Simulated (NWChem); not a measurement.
All runs are NWChem calculations. System: CNO, charge 0, spin multiplicity 2, at a geometry optimised with UPBE/def2-SVP. The structure started from a generated list of species. Its SCF solution wasn't tested for a lower state. Level: ROCCSD(T)/def2-TZVP, 3 core orbitals frozen.

Job file:

```
start mol
memory heap 100 mb stack 700 mb global 1900 mb
geometry units angstroms nocenter noautoz
  O      0.000000     0.000000     1.150580
  C      0.000000     0.000000    -0.041798
  N      0.000000     0.000000    -1.279122
  symmetry group C2v
end
basis spherical
  * library def2-tzvp
end
scf
  rohf
  nopen 1
  maxiter 100
  thresh 1e-7
  semidirect memsize 60000000 filesize 0
  # guess.movecs holds the orbitals of an unrestricted PBE0 run
  vectors input guess.movecs swap 10 11 output mol.movecs
end
tce
  freeze core 3
  ccsd(t)
  2eorb
  2emet 13
  thresh 1e-6
  maxiter 100
  tilesize 24
end
task tce energy
```

Output (cleaned and shortened):

```
             Northwest Computational Chemistry Package (NWChem) 7.3.0
             --------------------------------------------------------

                                NWChem Input Module
                                -------------------

 Scaling coordinates for geometry "geometry" by  1.889725989
 (inverse scale =  0.529177249)

 Turning off AUTOSYM since
 SYMMETRY directive was detected!

                             Geometry "geometry" -> ""
                             -------------------------

 Output coordinates in angstroms (scale by  1.889725989 to convert to a.u.)

  No.       Tag          Charge          X              Y              Z
 ---- ---------------- ---------- -------------- -------------- --------------
    1 O                    8.0000     0.00000000     0.00000000     1.15058000
    2 C                    6.0000     0.00000000     0.00000000    -0.04179800
    3 N                    7.0000     0.00000000     0.00000000    -1.27912200

 Effective nuclear repulsion energy (a.u.)      51.4614324206

            Nuclear Dipole moment (a.u.)
            ----------------------------
        X                 Y               Z
 ---------------- ---------------- ----------------
     0.0000000000     0.0000000000    -0.0000037795

      Symmetry information
      --------------------

 Group name             C2v
 Group number             16
 Group order               4
 No. of unique centers     3

      Symmetry unique atoms

     1    2    3


 Summary of "ao basis" -> "" (spherical)
 ------------------------------------------------------------------------------
       Tag                 Description            Shells   Functions and Types
 ---------------- ------------------------------  ------  ---------------------
 *                         def2-tzvp                  on all atoms

 Summary of "ao basis" -> "ao basis" (spherical)
 ------------------------------------------------------------------------------
       Tag                 Description            Shells   Functions and Types
 ---------------- ------------------------------  ------  ---------------------
[...]
   Perturbative correction : (T)
            Max iterations :      100
        Residual threshold : 0.10D-05
     T(0) DIIS level shift : 0.00D+00
     L(0) DIIS level shift : 0.00D+00
     T(1) DIIS level shift : 0.00D+00
     L(1) DIIS level shift : 0.00D+00
     T(R) DIIS level shift : 0.00D+00
     T(I) DIIS level shift : 0.00D+00
   CC-T/L Amplitude update :  5-th order DIIS
                I/O scheme : Global Array Library
        L-threshold :  0.10D-05
        EOM-threshold :  0.10D-05
 no EOMCCSD initial starts read in
 TCE RESTART OPTIONS
 SLICE:      F
 D4D5:       F
 quantumc:   F
 qrotation:  F
 pwtce:      F
 qducc:      F
 nacto:                         0
 nrotv:                         0
 nrot:                          0

            Memory Information
            ------------------
          Available GA space size is     249019502 doubles
          Available MA space size is     104853652 doubles

 Maximum block size supplied by input
 Maximum block size        24 doubles

 tile_dim =     19

 -------------------------------------------------

 Global array virtual files algorithm will be used

 Parallel file system coherency ......... OK

 4-electron integrals stored in orbital form

 v2    file size   =          3883411
 4-index algorithm nr.  13 is used
 imaxsize =       30
 imaxsize ichop =        0


CCSD iterations
 ---------------------------------------------------------
 Iter          Residuum       Correlation     Cpu    Wall
 ---------------------------------------------------------
    1   0.2334175304689  -0.5454141575292     1.3     1.3
    2   0.0586800541241  -0.5293404028159     1.2     1.2
    3   0.0384794865033  -0.5429207172679     1.3     1.3
    4   0.0250466815663  -0.5431553512064     1.2     1.2
    5   0.0331813838636  -0.5433888533441     1.3     1.3
    6   0.0068811165181  -0.5448310211940     1.3     1.3
    7   0.0058296841482  -0.5448923421976     1.1     1.1
    8   0.0027491183663  -0.5448989288225     1.3     1.3
    9   0.0036504441767  -0.5450103327145     1.3     1.3
   10   0.0018696786409  -0.5451589127536     1.2     1.2
   11   0.0003215702274  -0.5453521667834     1.2     1.2
   12   0.0001959116964  -0.5453067378440     1.3     1.3
   13   0.0000892271282  -0.5453292669395     1.3     1.3
   14   0.0001421646589  -0.5453193612231     1.2     1.2
   15   0.0001105267857  -0.5453308434495     1.2     1.2
   16   0.0000187590472  -0.5453282101187     1.2     1.2
   17   0.0000176649980  -0.5453265635642     1.0     1.0
   18   0.0000093223801  -0.5453273917612     0.8     0.8
   19   0.0000152826418  -0.5453268469436     0.9     0.9
   20   0.0000116437191  -0.5453278321694     1.0     1.0
   21   0.0000012480652  -0.5453279005405     1.2     1.2
   22   0.0000006754124  -0.5453277171117     1.1     1.1
 -----------------------------------------------------------------
 Iterations converged
 CCSD correlation energy / hartree =        -0.545327717111665
 CCSD total energy / hartree       =      -167.728235998864733

 Singles contributions
    11b1  (beta ) ---     8b1  (beta )        0.1646398496

 Doubles contributions
 CCSD(T)
 Using plain CCSD(T) code
             total no. of tasks         1632
 total no. of tasks / no. procs         1632
                         wl_min            1           1.0
                         wl_max       415872           8.6
        thresh for no. of tasks         1632

 CCSD[T]  correction energy / hartree =        -0.031975784716069
 CCSD[T] correlation energy / hartree =        -0.577303501827733
 CCSD[T] total energy / hartree       =      -167.760211783580814
 CCSD(T)  correction energy / hartree =        -0.028691824627310
 CCSD(T) correlation energy / hartree =        -0.574019541738975
 CCSD(T) total energy / hartree       =      -167.756927823492049

 Task  times  cpu:       66.2s     wall:       66.2s

 Total times  cpu:       66.3s     wall:       66.3s
```
